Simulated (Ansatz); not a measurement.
This geometry of Cl2F2H2HfO (8 atoms, charge 0, multiplicity 1) is a first-order saddle point.

Method: RKS PBE0-D4/def2-SVP (Ansatz).

```xyz
8
Properties=species:S:1:pos:R:3
Hf 0.111 0.248 -0.012
O -0.078 0.128 2.028
H -0.489 -0.426 2.696
Cl 2.136 -0.357 -1.030
Cl -1.158 1.813 -1.215
F -0.920 -1.330 -0.231
F 1.076 1.829 1.225
H 0.639 1.225 1.988
```

Task: Which two structures does it join? (They come from a converged band through this point; their orientation in space is the band's.)

Result: Bonds broken: F7–H8. Bonds formed: O2–H8.

Image 0:

```xyz
8
Properties=species:S:1:pos:R:3
Hf 0.068 0.184 0.010
O -0.102 0.106 2.006
H -0.519 -0.473 2.649
Cl 2.146 -0.373 -0.939
Cl -1.182 1.814 -1.134
F -0.944 -1.387 -0.311
F 1.112 1.880 1.205
H 0.737 1.378 1.964
```

Image 8:

```xyz
8
Properties=species:S:1:pos:R:3
Hf 0.048 0.618 -0.115
O 0.499 -0.071 2.078
H -0.017 -0.779 2.484
Cl 2.038 -0.437 -0.809
Cl -0.796 1.541 -2.106
F -1.382 -0.595 0.288
F 0.281 2.240 0.885
H 0.645 0.613 2.744
```

Task: How far does it lie above each of them?

Result: 0.3 kcal/mol above the first and 18.1 kcal/mol above the second. This is the barrier of this one path; another mechanism may lie lower. The orbitals stay closed-shell, which can raise the energy where a bond breaks towards radicals; this wasn't checked here.

Time of the run: 4.9 min on 4 threads of Arm Neoverse V2, with other jobs on the host, peak memory 0.32 GiB.
